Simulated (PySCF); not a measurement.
## Worked example: chemical shift, span and skew from a shielding tensor

C2H8AlNO, SMILES C[NH][Al]([OH])[CH3]. Atoms are numbered in the order given.

```xyz
13

Al     0.1869     0.2142     0.4156
C      1.4315    -0.0994     1.8798
H      1.9197    -1.0861     1.8253
H      0.9149    -0.0333     2.8524
H      2.2245     0.6676     1.8893
N     -0.0828    -1.0011    -0.8608
C     -0.9571    -0.9498    -2.0169
H      0.4312    -1.8778    -0.8143
H     -1.7261    -1.7470    -2.0153
H     -0.4114    -1.0271    -2.9777
H     -1.4993     0.0101    -2.0395
O     -0.6568     1.7018     0.3753
H     -1.2959     1.9968    -0.2776
```

Geometry optimised at B3LYP-D3(BJ)/def2-SVP. The structure was generated by enumeration; whether it is a known compound was not checked. The values are those of a single conformer.

GIAO shieldings from PBE/pcSseg-1 (PySCF), non-relativistic, no solvent. The symmetric part of the tensor of C7 has the principal values 118.0, 140.2, 178.7 ppm. The same nucleus in TMS has σ = 182.0 ppm at this level (PySCF, at its B3LYP-D3(BJ)/def2-TZVP geometry).

Question: Work out the isotropic shielding, the ¹³C shift against TMS, the span and the skew.

Answer: 
σ(iso) = (σ11 + σ22 + σ33)/3 = 145.6 ppm. δ = σ(ref) − σ(iso) = 182.0 − (145.6) = 36.4 ppm.
Span Ω = σ33 − σ11 = 60.7 ppm. Skew κ = 3(σ(iso) − σ22)/Ω = 0.27. Tumbling in solution averages the tensor to δ; in a static solid the shielding alone would spread this spin-1/2 line over Ω.
